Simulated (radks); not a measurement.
Values are calculated unless marked as measured or tabulated.
Spherical quantum dot in the effective-mass picture: electrons in a parabolic well V = omega^2 r^2 / 2 with omega = 1.48, with a point charge +2 (a donor) at the centre, all in effective atomic units (hartree* = m*/eps^2 hartree, bohr* = eps/m* bohr), one dielectric constant everywhere. Level of theory: non-relativistic Kohn-Sham, PBE, spin-polarised, spherical densities (a radial shooting solver with Libxc functionals). Levels are named by radial order and angular momentum (1s, 1p, 1d, 2s, ...), and open shells are averaged over m. Results are scaled to m* = 0.084 and eps = 13.4, for which hartree* = 12.73 meV and bohr* = 8.442 nm.

N = 5, configuration 1s2 1p(up 3, down 0). This is the lowest configuration that the search found. Occupied and some empty levels:

level    occupation  eigenvalue (meV)  <r> (nm)
1s up             1            36.693     6.072
1s down           1            38.598     5.874
1p up             3            64.031     10.39
1p down           0            67.232     10.44
2s up             0            74.143     11.29
2s down           0            76.342     11.47
1d up             0            82.903     12.74
1d down           0            85.879     12.88
1f up             0            101.12     14.59
1f down           0            103.69     14.74

Energy (meV): total 138.559, kinetic 124.59, external -86.764, Hartree 140.80, exchange-correlation -40.072.

Electron density:

r (nm)  n(r) (e/nm^3)
0.380        0.007149
1.33         0.004606
2.29         0.003057
3.24         0.002113
4.20         0.001527
5.15         0.001152
6.11        0.0008997
7.06        0.0007165
8.02        0.0005729
8.97        0.0004534
9.93        0.0003516
10.9        0.0002648
11.8        0.0001926
12.8        0.0001349
13.7       0.00009087
14.7       0.00005881
15.7       0.00003661
16.6       0.00002191
17.6       0.00001262
18.5        6.940e-06
